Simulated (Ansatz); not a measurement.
Computed with Ansatz.

A structure relaxed at PBE0-D4/def2-TZVP, charge 0, multiplicity 1:

```xyz
12

C     0.770   -0.450    1.623
C     0.039    0.610    0.883
C    -0.365    0.522   -0.379
C    -0.312   -0.505   -1.527
B    -0.975    0.869   -1.678
F    -1.619    1.708   -2.454
H     1.737   -0.078    1.977
H     0.938   -1.328    0.999
H     0.212   -0.753    2.516
H    -0.176    1.528    1.429
H    -0.912   -1.410   -1.418
H     0.663   -0.712   -1.971
```

Problem. Give its formula and SMILES.

Solution. C4H6BF, `C/C=C1\CB1F`.

Problem. Point group (tolerance 0.08 Å, 0.16 Å for H)?

Solution. Cs.

Problem. Summarise the bond lengths by kind.

Solution. 3 × C–C 1.328 to 1.542 Å; 6 × C–H 1.089 to 1.095 Å; 2 × B–C 1.477 to 1.533 Å; 1 × B–F 1.311 Å.
